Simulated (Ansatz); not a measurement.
`[MgH][SH]` + HBr → `[MgH][Br]` + H₂S at 400 K and 1 bar (ligand exchange at a Mg–S bond).

Gas-phase electronic energies from Ansatz, PBE0-D4/def2-TZVP geometries. CBS: MP2 limit from def2 TZ/QZ plus the TZ coupled-cluster correction, frozen cores. This one scheme is used for every species. For Br, Mg outer-core shells are correlated without core-valence functions, which leaves a few kJ/mol of doubt a bond. Scalar relativity is left out up to krypton.

| species | CCSD(T)/CBS energy (Eh) | H − E (kJ/mol) | S (J/(mol·K)) |
| --- | --- | --- | --- |
| `[MgH][SH]` | -598.89578 | 54.9 | 282.8 |
| HBr | -2573.91920 | 27.6 | 207.2 |
| `[MgH][Br]` | -2773.87245 | 32.8 | 266.3 |
| H₂S | -398.97279 | 53.4 | 215.9 |

H − E and S are ideal-gas, rigid-rotor, harmonic terms from PBE0-D4/def2-TZVP. 1 Eh = 2625.50 kJ/mol, R = 8.31446 J/(mol·K).

Q: By hand: ΔE, ΔH, ΔS and ΔG.

A: ΔE = (-2773.87245) + (-398.97279) − (-598.89578) − (-2573.91920) = -0.03026 Eh = -79.4 kJ/mol. Δ(H − E) = 32.8 + 53.4 − 54.9 − 27.6 = 3.7, so ΔH = -75.7 kJ/mol. ΔS = 266.3 + 215.9 − 282.8 − 207.2 = -7.8 J/(mol·K). ΔG = -75.7 − 400 × (-7.8)/1000 = -72.6 kJ/mol.

Q: By hand: the equilibrium constant, and the temperature at which ΔG would vanish if ΔH and ΔS stayed fixed.

A: log₁₀ K = −ΔG/(RT ln 10) = 9.5. ΔG = 0 at ΔH/ΔS = 9705 K, far beyond where these terms or the molecules hold.

The number of gas molecules stays the same, so ΔS is small and ΔH decides. A doubt of 5 kJ/mol in ΔE shifts log₁₀ K by 0.7 here. These are equilibria of isolated gas molecules and say nothing of rates. Largest T1 diagnostic: 0.009 (customary marks: 0.02 for closed shells, 0.045 for open ones).
